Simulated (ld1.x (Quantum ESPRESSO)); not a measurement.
**P (Z = 15), ultrasoft: configuration errors across variants**

```
Element                 : P (Z = 15)
Generator               : ld1.x (Quantum ESPRESSO) 7.5
Type                    : ultrasoft
Functional              : PBE
Relativity              : non-relativistic
Frozen core             : [Ne]
Valence charge          : 5
Reference configuration : 3s2 3p1.5 (charge +1.5)
Partial waves           : 3s (bound): rcut 1.50, rcutus 1.70 bohr; 3s channel at -0.75 Ry: rcut 1.50, rcutus 1.70 bohr; 3p (bound): rcut 1.30, rcutus 1.75 bohr; 3p channel at 1.75 Ry: rcut 1.30, rcutus 1.75 bohr; 3d channel at 0.15 Ry: rcut 1.65, rcutus 1.85 bohr
Local potential         : all-electron potential smoothed inside 1.40 bohr (lloc = -1)
Core correction         : none
Augmentation charge     : built from norm-conserving waves at rcut, not smoothed further
```

All-electron excitation energies from the reference (eV): (1) 3s2 3p3 -18.063; (2) 3s2 3p2 -8.322; (3) 3s2 3p1 10.838; (4) 3s1 3p4 -9.616; (5) 3s2 3p2.5 -14.283; (6) 3s1 3p0 92.469; (7) 3s2 3p0 40.587.

A true bound ghost makes a file unfit for plane-wave use even where its test errors are small: the radial tests pick states by their node count and pass the ghost by.

Errors AE − PS in meV (a dash: test not solved or not reliable):

| change | (1) | (2) | (3) | (4) | (5) | (6) | (7) | bound ghosts |
| --- | --- | --- | --- | --- | --- | --- | --- | --- |
| base | +0.4 | +0.3 | +0.8 | +4.5 | +0.6 | +148 | +20 | none |
| waves 3p (bound): rcut 1.30, rcutus 1.44 bohr; 3p channel at 1.75 Ry: rcut 1.30, rcutus 1.44 bohr | +0.4 | +0.3 | +0.8 | +4.1 | +0.5 | +148 | +20 | none |
| augmentation PSQ, radius 1.05 bohr | +1.7 | +2.3 | +1.0 | -4.3 | +3.2 | +70 | -4.1 | none |
| type TM; waves now 3s (bound): rc 1.70 bohr; 3p (bound): rc 1.75 bohr; 3d channel at 0.15 Ry: rc 1.85 bohr; local potential all-electron potential smoothed inside 1.55 bohr (lloc = -1) | +9.7 | +1.9 | +3.0 | +8.1 | +5.7 | +194 | +43 | none |
| all radii scaled by about 0.94 (s 1.60, p 1.64, d 1.74 bohr, rcut 1.42/1.22/1.56); local potential all-electron potential smoothed inside 1.32 bohr (lloc = -1) | +0.4 | +0.3 | +0.9 | +7.5 | +0.5 | +143 | +25 | none |
| wave 3d channel at 0.15 Ry: rcut 1.65, rcutus 1.85 bohr becomes 3d channel at 0.15 Ry: rcut 1.65, rcutus 2.04 bohr | +0.4 | +0.3 | +0.8 | +4.5 | +0.6 | +148 | +20 | none |
| local potential all-electron potential smoothed inside 1.30 bohr (lloc = -2) | +0.4 | +0.3 | +0.8 | +4.5 | +0.5 | +147 | +20 | none |

**Question.** Give the same row for: local potential all-electron potential smoothed inside 0.80 bohr (lloc = -1).

**Answer.** –, –, –, –, –, –, –; bound ghosts: s.
